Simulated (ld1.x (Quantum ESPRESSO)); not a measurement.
**europium ultrasoft: all-electron and pseudo phase curves**

ld1.x (Quantum ESPRESSO) 7.5 input, shortened:

```
&input
   title='Eu', zed=63., rel=1, dft='PBE', iswitch=3,
   config='[Xe] 4f6.5 5d0.5 6s2 6p0'
 /
 &inputp
   pseudotype=3, tm=.true., lloc=-1, rcloc=3.72,
   nlcc=.true., new_core_ps=.true., rcore=0.90,
   which_augfun='PSQ', rmatch_augfun=0.70
 /
8
5S  1  0   2.00   0.00  2.20  2.70  0.0
6S  2  0   2.00   0.00  2.20  2.70  0.0
5P  2  1   6.00   0.00  2.95  3.10  0.0
6P  3  1   0.00   0.00  2.95  3.10  0.0
5D  3  2   0.50   0.00  2.70  3.20  0.0
5D  3  2   0.00   2.95  2.70  3.20  0.0
4F  4  3   6.50   0.00  1.00  1.10  0.0
4F  4  3   0.00   3.30  1.00  1.10  0.0
 &test
   configts(1)='4f6.5 5s2 5p6 5d0.5 6s2 6p0'
 /
```

The phase is arctan(r·u′/u) with u = r·R(r), unwrapped; energies in Ry, scanned from -5 to 5 Ry. A pole is an energy at which the radial function vanishes at the test radius. The pseudo phase is shifted by a multiple of π to meet the all-electron one at the reference energy, and phase errors are pseudo minus all-electron; the curves can meet again beyond the range given. Levels narrower than the energy grid can be missing from the lists of poles. n/a: not evaluated, since a narrow level or a reset projector energy made the automatic matching unsafe.

```tsv
channel	radius (bohr)	reference energy (Ry)	poles, all-electron	poles, pseudo	unbroken range about the reference energy with phases within 0.05 rad	phase error 1 Ry above the reference energy (rad)
s	4.06	-0.28	0.48, 4.16	0.48, 4.02	n/a	n/a
p	4.06	-0.09	-1.84, 1.19	-1.84, 1.18, 4.83	below 2.4	-0.002
d	4.06	-0.15	0.06, 2.57	0.07, 2.57	below 0.8	+0.052
f	4.06	-0.40	-0.38, 1.78, 4.71	-0.38, 1.83, 4.80	below 0.6	+0.060
```

Phases in the s channel:

```tsv
E (Ry)	all-electron	pseudo
-5.00	1.454	1.454
-4.48	1.447	1.447
-3.96	1.438	1.438
-3.44	1.411	1.411
-2.92	-1.729	-1.729
-2.40	-1.750	-1.750
-1.88	-1.783	-1.783
-1.36	-1.843	-1.843
-0.84	-2.007	-2.007
-0.32	-3.439	-3.439
0.20	-4.602	-4.602
0.72	-4.775	-4.775
1.24	-4.904	-4.904
1.76	-5.218	-5.223
2.28	-7.108	-7.143
2.80	-7.649	-7.660
3.32	-7.769	-7.777
3.84	-7.827	-7.837
4.36	-7.869	-7.883
4.88	-7.909	-7.935
```
